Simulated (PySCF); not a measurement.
C4H7ClSi, SMILES CC([SiH3])=C=CCl.

Geometry: B3LYP-D3(BJ)/def2-SVP. This is a generated structure with no PubChem entry under its InChIKey; it may be hypothetical.

Two levels are set side by side: PBE/def2-TZVP (PySCF) and M06-2X/def2-TZVP (PySCF). Same geometry, gas phase. Differences are taken from unrounded values.

```
quantity                       PBE
---------------------------  -----
orbital gap (eV)              4.03
highest occupied level (eV)  -5.95
lowest empty level (eV)      -1.92
dipole moment (D)             1.90
mean polarisability (bohr³)   96.8
```

**Question.** These are the PBE values. What does M06-2X give? (Estimate from the structure and the level; the computed values follow.)

**Answer.** 
```json
[
 {"quantity": "orbital gap (eV)", "M06-2X": "8.20", "PBE minus M06-2X": "-4.18"},
 {"quantity": "highest occupied level (eV)", "M06-2X": "-8.24", "PBE minus M06-2X": "2.29"},
 {"quantity": "lowest empty level (eV)", "M06-2X": "-0.04", "PBE minus M06-2X": "-1.88"},
 {"quantity": "dipole moment (D)", "M06-2X": "2.03", "PBE minus M06-2X": "-0.13"},
 {"quantity": "mean polarisability (bohr³)", "M06-2X": "92.1", "PBE minus M06-2X": "4.7"}
]
```

PBE's occupied levels lie high since its potential decays too fast outside the molecule; exact exchange lowers them and widens the gap. Loosely held outer electrons make PBE densities more polarisable. Differences between two approximate levels are no errors against the true value.

Rough cost on one machine, each run with all the roots and properties that it gave: M06-2X against PBE about 3 times.
